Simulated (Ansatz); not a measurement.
Reaction (ligand exchange at the Hf–N bond): `[NH2][Hf]([NH2])([F])[Cl]` + H–F → `[NH2][Hf]([F])([F])[Cl]` + NH₃

Calculated with Ansatz (gas phase, PBE0-D4/def2-TZVP geometries, no zero-point term in ΔE). CCSD(T)/CBS adds triple-zeta CCSD(T) − MP2 to the extrapolated MP2 energy (def2 sets, frozen cores). This one scheme is used for every species. DFT in def2-TZVPP. HSE06 is defined as in plane-wave codes. def2 core potentials past Kr. For Hf outer-core shells are correlated without core-valence functions, which leaves a few kJ/mol of doubt a bond. Each species was taken in one conformer, which may not be the lowest.

`[NH2][Hf]([NH2])([F])[Cl]`:

Z-matrix (Å, degrees):
```
Hf
N 1 2.021
F 1 1.910 2 109.0
N 1 2.016 2 106.0 3 -118.3
Cl 1 2.372 2 109.3 3 122.4
H 2 1.010 1 125.9 3 122.1
H 2 1.011 1 125.2 3 -56.9
H 4 1.011 1 126.2 2 103.3
H 4 1.011 1 124.9 2 -83.0
```

H–F:

```xyz
2

F    -0.020    0.459   -0.019
H     0.020   -0.459    0.019
```

`[NH2][Hf]([F])([F])[Cl]`:

Cartesian coordinates in Å:
```
N -0.839 0.320 -0.880
Hf 0.474 -0.102 0.579
F -0.516 -0.291 2.189
F 1.737 1.318 0.624
Cl 1.590 -2.125 0.106
H -0.641 0.857 -1.713
H -1.805 0.023 -0.905
```

NH₃:

Z-matrix (Å, degrees):
```
N
H 1 1.013
H 1 1.013 2 107.1
H 1 1.013 2 107.1 3 -114.5
```

CCSD(T)/CBS gives -1.13 eV.

Q: Another level gave -1.25 eV. Which?
A. HSE06/def2-TZVPP
B. BLYP/def2-TZVPP
C. PBE/def2-TZVPP
D. CCSD/def2-TZVPP

A: C. PBE -1.25, CCSD/def2-TZVPP -1.15, BLYP -1.32, HSE06 -1.20 eV.

Largest T1 diagnostic among the species: 0.015.

In def2-TZVPP, CCSD(T) changes the Hartree–Fock value by +0.14 eV (the triples alone add +0.01 eV) and MP2 by +0.17 eV. Leaving LDA and LC-ωPBE aside and taking each functional with its dispersion term where it has one, the values, not all of them listed here, spread over 0.15 eV, from B97M-V to PBE-QIDH. LDA lies +0.09 eV from PBE without D4.
